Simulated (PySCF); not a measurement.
A database entry of computed molecular properties. Lists by class give the value and the number of equivalent atoms.

```json
{
 "formula": "C8H14",
 "smiles": "C1C[C@@H]2CC[C@H](C1)C2",
 "inchi": "InChI=1S/C8H14/c1-2-7-4-5-8(3-1)6-7/h7-8H,1-6H2/t7-,8+",
 "charge": 0,
 "multiplicity": 1,
 "geometry_level": "GFN2-xTB",
 "atoms_angstrom": [
  ["C", 1.657, 0.035, 0.203],
  ["C", 0.934, 1.372, 0.049],
  ["C", -0.585, 1.186, 0.05],
  ["C", -1.054, 0.346, 1.246],
  ["C", -0.967, -1.118, 0.773],
  ["C", -0.452, -1.045, -0.672],
  ["C", 1.077, -1.03, -0.728],
  ["C", -0.973, 0.312, -1.14],
  ["H", 1.573, -0.304, 1.235],
  ["H", 2.722, 0.166, -0.006],
  ["H", 1.228, 1.845, -0.891],
  ["H", 1.229, 2.041, 0.861],
  ["H", -1.071, 2.165, 0.027],
  ["H", -0.442, 0.534, 2.128],
  ["H", -2.084, 0.602, 1.5],
  ["H", -1.953, -1.585, 0.793],
  ["H", -0.307, -1.718, 1.399],
  ["H", -0.83, -1.872, -1.279],
  ["H", 1.388, -0.83, -1.756],
  ["H", 1.471, -2.01, -0.45],
  ["H", -2.056, 0.288, -1.268],
  ["H", -0.518, 0.641, -2.074]
 ],
 "electronic_structure_code": "PySCF",
 "results": {
  "GFN2-xTB geometry": {
   "point_group": "Cs",
   "rotational_constants_GHz": [2.763, 2.457, 2.024]
  },
  "PBE0/pcSseg-1 ground state and GIAO shieldings, non-relativistic": {
   "dipole_D": 0.02,
   "homo_eV": -8.2,
   "lumo_eV": 1.25,
   "shift_vs_computed_TMS_C_by_class_ppm": [
    [42.0, 1],
    [38.5, 2],
    [36.5, 2],
    [31.3, 2],
    [22.4, 1]
   ],
   "shift_vs_computed_TMS_H_by_class_ppm": [
    [2.07, 2],
    [1.8, 2],
    [1.54, 1],
    [1.51, 1],
    [1.49, 2],
    [1.46, 1],
    [1.44, 2],
    [1.42, 2],
    [1.23, 1]
   ],
   "charges_hirshfeld_e_by_atom": [-0.07, -0.07, -0.03, -0.07, -0.07, -0.03, -0.07, -0.08, 0.03, 0.04, 0.03, 0.03, 0.03, 0.03, 0.04, 0.04, 0.03, 0.03, 0.03, 0.03, 0.04, 0.03]
  }
 }
}
```

With B = h/(8π²I), that is 505.379 GHz u Å² over I, the principal moments of inertia are 182.9, 205.7 and 249.7 u Å² (most abundant isotopes). The rotational constants make it an asymmetric top with κ = (2B − A − C)/(A − C) = 0.17, nearer the oblate limit (+1).

Geometry: GFN2-xTB; no solvent, vibrations or thermal averaging.

For the NMR shielding job (PBE0/pcSseg-1), hardware: an x86-64 server with one thread, shared host. Cost: 33 s wall.
